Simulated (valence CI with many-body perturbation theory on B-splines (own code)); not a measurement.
Nd⁵⁴⁺: electric-dipole lines

Calculated by configuration interaction combined with many-body perturbation theory (CI+MBPT): four valence electrons over a frozen Dirac-Fock core [He], a basis of 11 s, 11 p, 10 d, 8 f, 5 g, 2 h functions for each j, with the one-electron correlation potential Σ1, the two-electron term Σ2, the three-electron term Σ3, Breit, model QED; selected CI, second order for the rest, scaled by the run's own slope (own B-spline code, finite nucleus).

No measured spectrum was set against this ion. As an estimate, large intervals hold to a few tenths of a per cent, small ones and those within an open d or f shell to about a per cent. Among the levels kept, up to 910 cm⁻¹ of a level comes from second order outside the variational space, and about a tenth of that is noise between levels of different J, which matters for small intervals.

Lines 151 to 200 of 550 in falling wavelength, among levels below 8288.4 eV, chosen from the strongest by gf and those to the six lowest levels. Wavelengths and rates use the calculated energies. Electric multipoles are in the length gauge with retardation, E1 and E2 with the static RPA response of the core. Weak lines are less certain than strong ones. Lines between different terms over intervals too small for the method are left out, as are lines whose strength nearly cancels. The highest levels of a list are the least certain.

Levels are named by their leading jj configuration (3d3/2^4 stands for four electrons in 3d with j = 3/2), which in mixed levels can hold well under half, so a name can repeat and another be missing. Letters in brackets count levels of one name in rising energy.

| λ vac (nm) | Upper | Lower | A (s⁻¹) | S (a.u.) with core polarisation | S without |
| --- | --- | --- | --- | --- | --- |
| 4.527 | (2p1/2^2 2p3/2 3s) J=2 | (2s 2p1/2 2p3/2 3s) J=3 | 7.05e+10 | 1.61e-02 | 1.62e-02 |
| 4.519 | (2p1/2 2p3/2^2 3s) J=3 | (2s 2p3/2^2 3s) J=3 | 4.74e+10 | 1.51e-02 | 1.51e-02 |
| 4.511 | (2s 2p1/2 2p3/2^2) J=2 [b] | (2s^2 2p3/2^2) J=2 | 1.63e+10 | 3.70e-03 | 3.70e-03 |
| 4.338 | (2s 2p1/2^2 2p3/2) J=1 | (2s^2 2p1/2 2p3/2) J=1 | 7.02e+09 | 8.49e-04 | 8.51e-04 |
| 1.718 | (2s 2p3/2^2 3p3/2) J=4 | (2s^2 2p3/2 3p3/2) J=3 | 3.10e+11 | 6.98e-03 | 7.00e-03 |
| 1.718 | (2s 2p3/2^2 3d5/2) J=5 | (2s^2 2p3/2 3d5/2) J=4 | 3.12e+11 | 8.59e-03 | 8.60e-03 |
| 1.715 | (2p1/2 2p3/2^2 3d5/2) J=3 | (2s 2p1/2 2p3/2 3d5/2) J=2 [c] | 3.77e+11 | 6.56e-03 | 6.57e-03 |
| 1.713 | (2s 2p3/2^2 3s) J=3 | (2s^2 2p3/2 3s) J=2 | 4.04e+11 | 7.02e-03 | 7.03e-03 |
| 1.706 | (2s 2p3/2^2 3d3/2) J=4 | (2s^2 2p3/2 3d3/2) J=3 | 3.10e+11 | 6.83e-03 | 6.84e-03 |
| 1.699 | (2s 2p3/2^2 3p1/2) J=3 | (2s^2 2p3/2 3p1/2) J=2 | 3.60e+11 | 6.10e-03 | 6.11e-03 |
| 1.698 | (2p1/2 2p3/2^2 3p3/2) J=3 [a] | (2s 2p1/2 2p3/2 3p3/2) J=2 [c] | 6.90e+11 | 1.17e-02 | 1.17e-02 |
| 1.686 | (2s 2p1/2 2p3/2^2) J=2 [a] | (2s^2 2p1/2 2p3/2) J=1 | 4.10e+11 | 4.85e-03 | 4.86e-03 |
| 1.684 | (2p1/2 2p3/2^2 3d5/2) J=4 | (2s 2p1/2 2p3/2 3d5/2) J=3 [c] | 7.42e+11 | 1.57e-02 | 1.58e-02 |
| 1.670 | (2p1/2 2p3/2^2 3p3/2) J=3 [b] | (2s 2p1/2 2p3/2 3p3/2) J=2 [d] | 6.16e+11 | 9.91e-03 | 9.92e-03 |
| 1.651 | (2p1/2 2p3/2^2 3d3/2) J=3 [b] | (2s 2p1/2 2p3/2 3d3/2) J=2 [d] | 7.17e+11 | 1.12e-02 | 1.12e-02 |
| 1.647 | (2p1/2 2p3/2^2 3s) J=2 [b] | (2s 2p1/2 2p3/2 3s) J=1 [b] | 5.09e+11 | 5.61e-03 | 5.62e-03 |
| 1.640 | (2p1/2 2p3/2^2 3p1/2) J=2 [a] | (2s 2p1/2 2p3/2 3p1/2) J=1 [b] | 5.19e+11 | 5.64e-03 | 5.65e-03 |
| 1.639 | (2p1/2 2p3/2^2 3p1/2) J=3 | (2s^2 2p3/2 3d3/2) J=2 | 3.76e+11 | 5.71e-03 | 5.72e-03 |
| 1.638 | (2s 2p1/2 2p3/2^2) J=3 | (2s^2 2p1/2 2p3/2) J=2 | 3.87e+11 | 5.88e-03 | 5.89e-03 |
| 1.636 | (2p1/2 2p3/2^2 3p3/2) J=4 | (2s 2p1/2 2p3/2 3p3/2) J=3 [c] | 1.12e+12 | 2.19e-02 | 2.19e-02 |
| 1.634 | (2p1/2 2p3/2^2 3p1/2) J=2 [b] | (2s 2p1/2 2p3/2 3p1/2) J=1 [c] | 1.05e+12 | 1.13e-02 | 1.13e-02 |
| 1.629 | (2p1/2 2p3/2^2 3s) J=3 | (2s 2p1/2 2p3/2 3s) J=2 [c] | 7.00e+11 | 1.05e-02 | 1.05e-02 |
| 1.623 | (2p1/2 2p3/2^2 3d3/2) J=4 | (2s 2p1/2 2p3/2 3d3/2) J=3 [c] | 6.74e+11 | 1.28e-02 | 1.28e-02 |
| 1.615 | (2p1/2 2p3/2^2 3p1/2) J=3 | (2s 2p1/2 2p3/2 3p1/2) J=2 [c] | 5.96e+11 | 8.67e-03 | 8.69e-03 |
| 1.600 | (2p1/2 2p3/2^2 3p3/2) J=2 [b] | (2s 2p1/2 2p3/2 3p3/2) J=1 [c] | 7.15e+11 | 7.22e-03 | 7.24e-03 |
| 1.581 | (2s 2p3/2^3) J=2 | (2s^2 2p3/2^2) J=2 | 1.44e+12 | 1.41e-02 | 1.41e-02 |
| 1.575 | (2s 2p3/2^2 3p3/2) J=3 [b] | (2s^2 2p3/2 3p3/2) J=2 | 6.66e+11 | 8.99e-03 | 9.01e-03 |
| 1.573 | (2s 2p3/2^2 3d5/2) J=4 [b] | (2s^2 2p3/2 3d5/2) J=3 | 5.41e+11 | 9.36e-03 | 9.37e-03 |
| 1.569 | (2s 2p1/2 2p3/2 3d5/2) J=3 [c] | (2s^2 2p1/2 3d5/2) J=2 | 1.53e+12 | 2.05e-02 | 2.05e-02 |
| 1.567 | (2p1/2^2 2p3/2^2) J=2 | (2s 2p1/2^2 2p3/2) J=1 | 1.19e+12 | 1.13e-02 | 1.14e-02 |
| 1.567 | (2s 2p1/2 2p3/2 3d3/2) J=2 [c] | (2s^2 2p1/2 3d3/2) J=2 | 1.07e+12 | 1.01e-02 | 1.02e-02 |
| 1.567 | (2p1/2 2p3/2^3) J=1 | (2s 2p1/2 2p3/2^2) J=1 [a] | 1.64e+12 | 9.36e-03 | 9.37e-03 |
| 1.567 | (2s 2p1/2 2p3/2 3d5/2) J=4 [c] | (2s^2 2p1/2 3d5/2) J=3 | 1.42e+12 | 2.42e-02 | 2.43e-02 |
| 1.562 | (2p1/2 2p3/2^2 3s) J=1 [b] | (2s 2p1/2 2p3/2 3s) J=2 [c] | 1.09e+12 | 6.16e-03 | 6.17e-03 |
| 1.562 | (2s 2p1/2 2p3/2 3p3/2) J=3 [c] | (2s^2 2p1/2 3p3/2) J=2 | 1.55e+12 | 2.05e-02 | 2.05e-02 |
| 1.562 | (2s 2p3/2^2 3d5/2) J=2 [b] | (2s^2 2p3/2 3d5/2) J=1 | 8.25e+11 | 7.76e-03 | 7.78e-03 |
| 1.561 | (2s 2p1/2 2p3/2 3p3/2) J=2 [c] | (2s^2 2p1/2 3p3/2) J=1 | 1.03e+12 | 9.65e-03 | 9.66e-03 |
| 1.560 | (2s 2p3/2^2 3p3/2) J=2 [b] | (2s^2 2p3/2 3p3/2) J=2 | 1.27e+12 | 1.19e-02 | 1.19e-02 |
| 1.558 | (2s 2p3/2^2 3d5/2) J=3 [c] | (2s^2 2p3/2 3d5/2) J=3 | 1.16e+12 | 1.51e-02 | 1.51e-02 |
| 1.557 | (2p1/2^2 2p3/2 3d5/2) J=2 | (2s 2p1/2^2 3d5/2) J=2 | 8.58e+11 | 7.99e-03 | 8.01e-03 |
| 1.554 | (2s 2p1/2 2p3/2 3p1/2) J=1 [b] | (2s^2 2p1/2 3p1/2) J=1 | 1.72e+12 | 9.54e-03 | 9.56e-03 |
| 1.554 | (2p1/2 2p3/2^2 3p3/2) J=2 [c] | (2s 2p1/2 2p3/2 3p3/2) J=2 [d] | 1.00e+12 | 9.27e-03 | 9.29e-03 |
| 1.554 | (2p1/2^2 2p3/2 3p3/2) J=1 | (2s 2p1/2^2 3p3/2) J=1 | 1.12e+12 | 6.25e-03 | 6.26e-03 |
| 1.554 | (2s 2p1/2 2p3/2 3p1/2) J=2 [c] | (2s^2 2p1/2 3p1/2) J=1 | 9.98e+11 | 9.23e-03 | 9.25e-03 |
| 1.553 | (2p1/2 2p3/2^3) J=2 | (2s 2p1/2 2p3/2^2) J=2 [b] | 2.49e+12 | 2.30e-02 | 2.31e-02 |
| 1.553 | (2p3/2^4) J=0 | (2s 2p3/2^3) J=1 | 5.73e+12 | 1.06e-02 | 1.06e-02 |
| 1.552 | (2s 2p1/2 2p3/2 3p3/2) J=2 [c] | (2s^2 2p1/2 3p3/2) J=2 | 7.22e+11 | 6.66e-03 | 6.68e-03 |
| 1.552 | (2s 2p1/2 2p3/2 3d3/2) J=3 [c] | (2s^2 2p1/2 3d3/2) J=2 | 1.05e+12 | 1.36e-02 | 1.36e-02 |
| 1.551 | (2p1/2 2p3/2^2 3p3/2) J=3 [b] | (2s 2p1/2 2p3/2 3p3/2) J=3 [b] | 9.41e+11 | 1.21e-02 | 1.21e-02 |
| 1.547 | (2s 2p1/2 2p3/2 3d3/2) J=2 [d] | (2s^2 2p1/2 3d3/2) J=1 | 1.41e+12 | 1.29e-02 | 1.29e-02 |
